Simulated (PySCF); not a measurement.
Computed shifts of a molecule C4H3Cl2F, KT2/pcSseg-1 in PySCF, GIAO, gas phase, atoms alike by connectivity averaged where their shifts nearly agree, in ppm (number of nuclei): ¹³C: 91.7 (1), 89.9 (1), 80.0 (1), 73.2 (1). ¹⁹F: -202.9 (1). ¹H: 6.26 (1), 5.67 (1), 2.98 (1). References: ¹³C against TMS (σ = 185.1 ppm); ¹⁹F against CFCl3 (σ = 127.1 ppm); ³⁵Cl against HCl (σ = 945.4 ppm); ¹H against TMS (σ = 31.47 ppm), references at their B3LYP-D3(BJ)/def2-TZVP geometries, non-relativistic (without spin–orbit terms, shifts of atoms bonded to Cl or Br come out too high). Geometry: B3LYP-D3(BJ)/def2-SVP. One conformer was computed; it need not be the lowest.

Which molecule gave these data?
A) FC(/C=C\Cl)=C/Cl
B) F/C=C/C=C(Cl)Cl
C) CC(Cl)=C=C(F)Cl
D) C#C[C@H](F)C(Cl)Cl

D, C#C[C@H](F)C(Cl)Cl
